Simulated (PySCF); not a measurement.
Isomers of C10H16, from PBE0-D3(BJ)/def2-SVP geometry optimisation, gas phase in PySCF. One conformer each, no zero-point energy, no frequencies.

Question: Which isomer lies lowest at this level?
A. alpha-pinene, `CC1=CC[C@@H]2C[C@H]1C2(C)C`: A = 1950, B = 1235, C = 1134 MHz, dipole 0.19 D
B. `[CH2:1]=[CH:2][C@@H:3]1[CH2:4][CH2:5][CH2:6][C:7]2([CH2:8][CH2:9]2)[CH2:10]1` with C1–C2–C3–C4 -118°, C2–C3–C4–C5 -179°, C3–C4–C5–C6 56°, C4–C5–C6–C7 -54°, C5–C6–C7–C8 -159°: A = 2215, B = 929.0, C = 743.9 MHz, dipole 0.38 D
C. `[CH:1]#[C:2][C@@:3]1([CH3:4])[CH2:5][CH2:6][CH2:7][C@@H:8]1[CH2:9][CH3:10]` with C7–C8–C9–C10 66°, C2–C3–C5–C6 160°, C3–C5–C6–C7 -25°, C5–C6–C7–C8 -1°, C6–C7–C8–C9 155°: A = 1513, B = 1216, C = 844.8 MHz, dipole 0.72 D

Answer: A. That is alpha-pinene, `CC1=CC[C@@H]2C[C@H]1C2(C)C`, 3.4 kcal/mol below the next.

```csv
SMILES,mapped SMILES,E (Eh),relative (kcal/mol),relative (kJ/mol),dipole (D)
CC1=CC[C@@H]2C[C@H]1C2(C)C,[CH3:1][C:2]1=[CH:3][CH2:4][C@@H:5]2[CH2:6][C@H:7]1[C:8]2([CH3:9])[CH3:10],-389.94150,0.0,0.0,0.19
C=C[C@@H]1CCCC2(CC2)C1,[CH2:1]=[CH:2][C@@H:3]1[CH2:4][CH2:5][CH2:6][C:7]2([CH2:8][CH2:9]2)[CH2:10]1,-389.93612,3.4,14.1,0.38
C#C[C@@]1(C)CCC[C@@H]1CC,[CH:1]#[C:2][C@@:3]1([CH3:4])[CH2:5][CH2:6][CH2:7][C@@H:8]1[CH2:9][CH3:10],-389.90560,22.5,94.3,0.72
```

As drawn, the lowest has a four-membered ring and a C=C bond outside aromatic rings, which the highest lacks; the highest has a C≡C bond, which the lowest lacks.
